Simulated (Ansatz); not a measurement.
Reaction (redistribution): `Cl[SiH]1BCN1` + `[NH2][GaH][O][SiH3]` → `B1CN[SiH2]1` + `[NH2][Ga]([Cl])[O][SiH3]`

Gas-phase electronic energies from Ansatz, PBE0-D4/def2-TZVP geometries. CCSD(T)/CBS is the MP2 limit (def2-TZVPP, def2-QZVPP) plus CCSD(T) − MP2 in def2-TZVPP, frozen cores. For Ga outer-core shells are correlated without core-valence functions, which leaves a few kJ/mol of doubt a bond. Scalar relativity is left out up to krypton. Each species was taken in one conformer, which may not be the lowest.

`Cl[SiH]1BCN1`:

Z-matrix (Å, degrees):
```
Si
B 1 2.017
Cl 1 2.079 2 114.8
N 1 1.713 2 76.0 3 -112.3
H 1 1.485 2 129.2 3 134.9
C 2 1.580 1 84.9 3 107.1
H 2 1.189 1 145.6 3 -71.7
H 4 1.006 1 136.6 2 169.9
H 6 1.101 2 112.9 1 126.0
H 6 1.102 2 111.5 1 -114.4
```

`[NH2][GaH][O][SiH3]`:

Cartesian coordinates in Å:
```
N -0.721 -1.242 2.088
Ga -0.563 0.204 1.028
O 0.295 -0.170 -0.493
Si 0.780 0.566 -1.859
H -1.170 -1.243 2.987
H -0.360 -2.145 1.832
H -1.078 1.633 1.324
H 0.158 -0.087 -3.043
H 0.399 2.009 -1.870
H 2.260 0.476 -1.994
```

`B1CN[SiH2]1`:

Z-matrix (Å, degrees):
```
C
N 1 1.467
B 1 1.579 2 98.4
H 1 1.103 2 114.4 3 118.9
H 1 1.103 2 114.4 3 -118.8
Si 2 1.727 1 100.6 3 0.1
H 2 1.005 1 121.8 3 179.9
H 3 1.191 1 128.7 2 180.0
H 6 1.496 2 116.3 1 117.4
H 6 1.496 2 116.3 1 -117.6
```

`[NH2][Ga]([Cl])[O][SiH3]`:

```xyz
10

N     1.591   -1.985   -0.572
Ga    0.999   -0.352   -0.130
Cl    2.341    1.239    0.324
O    -0.736   -0.046    0.010
Si   -1.697    1.212    0.423
H     0.972   -2.699   -0.915
H     2.555   -2.163   -0.789
H    -3.110    0.768    0.312
H    -1.435    1.652    1.820
H    -1.481    2.373   -0.484
```

```csv
level,ΔE (kJ/mol)
SCS-MP2/def2-TZVPP,-2.3
SCS-MP2/def2-QZVPP,0.4
```

What does CCSD(T)/CBS give? (An estimate is asked.)

Ansatz gave: +1.8 kJ/mol. The listed levels differ from it by -4.1, -1.4 kJ/mol.

Largest T1 diagnostic among the species: 0.013.

From PBE to PBE0 (25 % exact exchange), in def2-TZVPP and without D4, ΔE moves by −4.4 kJ/mol. In def2-TZVPP, CCSD(T) changes the Hartree–Fock value by +9.6 kJ/mol (the triples alone add +1.4 kJ/mol) and MP2 by +12.0 kJ/mol.
